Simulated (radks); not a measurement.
Values are calculated unless marked as measured or tabulated.
Q: Ionisation of the scandium ion Sc+, [Ar] 3d1 4s1, to [Ar] 3d1 as the strength of local exchange is varied. Level of theory: scalar-relativistic Kohn-Sham, Slater X-alpha exchange (alpha = 2/3 is LDA exchange), no correlation, spin-polarised, spherical densities, point nucleus; open shells are filled with parallel spins first (a radial shooting solver on a logarithmic mesh with Libxc functionals).

alpha  E(Sc+) (hartree)  exchange (hartree)  IE (eV)  -e of the level emptied (eV)  <r> of it (bohr)
0.566        -755.14018           -29.77787   12.098                    9.175 (4s)             3.426
0.581        -755.93004           -30.59514   12.192                    9.273 (4s)             3.414
0.65         -759.57276           -34.37305   12.633                    9.735 (4s)             3.357
0.667        -760.47259           -35.30847   12.743                    9.851 (4s)             3.343
0.705        -762.48735           -37.40604   12.991                   10.113 (4s)             3.312
0.966        -776.45041           -52.05888   14.754                   12.008 (4s)             3.116
?            -760.52555           -35.36356   12.750                    9.858 (4s)             3.342

Which alpha was used in the last row?

A: alpha = 0.668. NIST Atomic Spectra Database: 12.800 eV (measured). The Delta-SCF value meets it near alpha = 0.68. Open shells are spherical and high-spin; term and fine-structure splittings are not resolved.
